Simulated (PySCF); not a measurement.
Si(Me)2(OH)(SH) (C₂H₈OSSi), SMILES C[Si](C)(O)S. Coordinates come from a PBE-D3(BJ)/def2-SVP optimisation. One conformer was computed; it need not be the lowest.

These are PBE-D3(BJ)/def2-SVP run with PySCF values and carry that method's errors.

Harmonic wavenumbers (cm⁻¹): 133, 144, 150, 168, 211, 223, 229, 261, 316, 457, 637, 650, 678, 727, 760, 779, 814, 857, 896, 1216, 1221, 1374, 1375, 1383, 1388, 2616, 2975, 2979, 3076, 3077, 3078, 3089, 3755. Rotational constants (GHz): 3.275, 2.190, 2.077; symmetry number 1.

Q: Work out the zero-point energy and the ideal-gas rigid-rotor harmonic-oscillator thermochemistry at 298.15 K and 1 atm.

A: ZPE = ½ Σ hcν = ½ × 41693 cm⁻¹ = 249.38 kJ/mol. H − E(el) = 275.65 kJ/mol. Entropy in J/(mol K): translation 167.17, rotation 114.93, vibration 95.82, total 377.92. G − E(el) = 162.98 kJ/mol. Cp = 138.89 J/(mol K). Modes under 150 cm⁻¹ make the vibrational entropy uncertain.
